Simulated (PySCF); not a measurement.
Several structures and their simulated spectra, in scrambled order.

A. `C=C(F)C(F)(F)C(F)(F)F`
B. `InChI=1S/C6H13NO/c1-7-4-2-6(8)3-5-7/h6,8H,2-5H2,1H3`
C. SMILES C=C=CCC

Spectrum 1. 1H NMR (500 MHz, computed): δ 5.24 (tt, J = 9.5, 8.6 Hz, 1H), 4.89 (dt, J = 8.6, 2.9 Hz, 2H), 1.95 (dqt, J = 9.5, 8.4, 2.9 Hz, 2H), 1.04 (t, J = 8.4 Hz, 3H). 13C{1H} NMR (computed): δ 223.0 (C), 97.8 (CH), 78.5 (CH2), 27.2 (CH2), 17.3 (CH3).

Spectrum 2. 1H NMR (500 MHz, computed): δ 5.59 (m, 1H), 5.56 (m, 1H). 13C{1H} NMR (computed): δ 163.8 (C, dt, J = 342.1, 28.1 Hz), 124.0 (C, qtd, J = 355.8, 36.6, 3.9 Hz), 111.5 (C, tqd, J = 312.5, 41.0, 36.0 Hz), 105.1 (CH2, dt, J = 12.9, 5.4 Hz).

Spectrum 3. 1H NMR (500 MHz, computed): δ 2.96 (m, 1H), 2.46 (m, 2H), 2.13 (s, 3H), 1.77 (m, 2H), 1.70 (m, 2H), 1.00 (m, 2H), -0.65 (br s, 1H). 13C{1H} NMR (computed): δ 69.6 (CH), 54.5 (CH2), 46.3 (CH3), 39.1 (CH2).

All values are calculated (PySCF): geometry: PBE0-D3(BJ)/def2-SVP, shieldings: GIAO PBE0/pcSseg-1, J couplings at B3LYP/pcJ-1 (spin–dipole term left out of most H,H and C,H couplings). Equivalent nuclei averaged, no relativistic terms, gas phase, a single conformation.

Chemical shifts δ = σref − σ; 1H and 13C against TMS, all at this level. Multiplet labels drop J under 1 Hz and among equivalent protons, and merge close values. Unscaled 3J(H,H) run several per cent high. Where no couplings were computed, multiplicities follow the n + 1 count of equivalent neighbours, and m marks all less simple cases (inequivalent or close neighbours, rings, F or P nearby). One-bond C–F couplings are unscaled and too large by tens of Hz. Shifts are as computed. Against solution values, carbons near 30 ppm lie about +2 ppm off and those near 130 ppm about +5 ppm. Of 1211 compounds with measured shifts, 218 miss one by over three times the rms of a fit or turn the order of signals round; such compounds aren't used in these exercises. OH and NH positions are gas-phase values without hydrogen bonding to other molecules.

Q: Which spectrum belongs to which compound?

A: 1–C, 2–A, 3–B.

- Spectrum 1 (C): 5 13C signals; δC 223.0 is a central carbon of an allene; δC 27.2 is an allylic sp3 CH2.
- Spectrum 2 (A): 4 13C signals; δC 163.8 is a fully substituted alkene carbon; δC 124.0 is a CF3 carbon.
- Spectrum 3 (B): 4 13C signals; δC 69.6 is an sp3 CH bonded to O; δC 54.5 is an sp3 CH2 bonded to N.
